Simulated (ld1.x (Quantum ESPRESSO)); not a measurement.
## vanadium, ultrasoft: configuration errors across variants

* Element: vanadium
* Generator: ld1.x (Quantum ESPRESSO) 7.5
* Type: ultrasoft
* Functional: PBE
* Relativity: scalar-relativistic
* Frozen core: [Ne]
* Valence charge: 13
* Reference configuration: 3s2 3p6 3d2 4s0 4p0 (charge +3)
* Partial waves: 3s (bound): rcut 1.35, rcutus 1.85 bohr; 4s (bound, empty): rcut 1.35, rcutus 1.85 bohr; 3p (bound): rcut 1.65, rcutus 1.85 bohr; 4p (bound, empty): rcut 1.65, rcutus 1.85 bohr; 3d (bound): rcut 1.20, rcutus 1.65 bohr; 3d channel at -1.65 Ry: rcut 1.20, rcutus 1.65 bohr
* Local potential: all-electron potential smoothed inside 1.45 bohr (lloc = -1)
* Core correction: Bessel-smoothed model core, default radius (core density twice the valence density)
* Augmentation charge: built from norm-conserving waves at rcut, not smoothed further

All-electron excitation energies from the reference (eV): (1) 3s2 3p6 3d3 4s2 4p0 -50.928; (2) 3s2 3p6 3d3 4s1 4p0 -43.194; (3) 3s2 3p6 3d3 4s0 4p0 -28.898; (4) 3s2 3p6 3d4 4s0 4p0 -43.732; (5) 3s2 3p6 3d3 4s1 4p1 -47.581; (6) 3s2 3p6 3d3.5 4s1.5 4p0 -50.874.

The overlap operator is not positive definite (basis up to 400 Ry) in “base”, “waves 3s (bound): rcut 1.35, rcutus 1.58 bohr; 4s (bound): rcut 1.35, rcutus 1.58 bohr”, “wave 3d channel at -1.65 Ry: rcut 1.20, rcutus 1.65 bohr becomes 3d channel at -1.81 Ry: rcut 1.20, rcutus 1.65 bohr”, “waves 3d (bound): rcut 1.20, rcutus 1.36 bohr; 3d channel at -1.65 Ry: rcut 1.20, rcutus 1.36 bohr”, “local potential all-electron potential smoothed inside 0.90 bohr (lloc = -1)”. Such files are unfit for use, however small their errors in these radial tests.

6 further variants failed, have other tests or another functional or relativity, and are left out.

Errors AE − PS in meV (a dash: test not solved or not reliable):

| change | (1) | (2) | (3) | (4) | (5) | (6) | bound ghosts |
| --- | --- | --- | --- | --- | --- | --- | --- |
| base | -2797 | -1936 | -245 | -555 | -2128 | -2039 | not determined (overlap not positive) |
| waves 3s (bound): rcut 1.35, rcutus 1.58 bohr; 4s (bound): rcut 1.35, rcutus 1.58 bohr | – | – | – | – | – | – | not determined (overlap not positive) |
| wave 3d channel at -1.65 Ry: rcut 1.20, rcutus 1.65 bohr becomes 3d channel at -1.81 Ry: rcut 1.20, rcutus 1.65 bohr | -2797 | -1936 | -245 | -555 | -2128 | -2039 | not determined (overlap not positive) |
| waves 3d (bound): rcut 1.20, rcutus 1.36 bohr; 3d channel at -1.65 Ry: rcut 1.20, rcutus 1.36 bohr | -2797 | -1936 | -246 | -556 | -2128 | -2040 | not determined (overlap not positive) |
| local potential all-electron potential smoothed inside 0.90 bohr (lloc = -1) | – | – | – | – | – | – | not determined (overlap not positive) |

Task: Give the same row for: type TM semilocal; waves now 3s (bound): rc 1.85 bohr; 3d (bound): rc 1.65 bohr; 3p (bound): rc 1.85 bohr; local potential the p channel.

Result: +2569, +1693, +20, +0.2, +1408, +1710; bound ghosts: none.
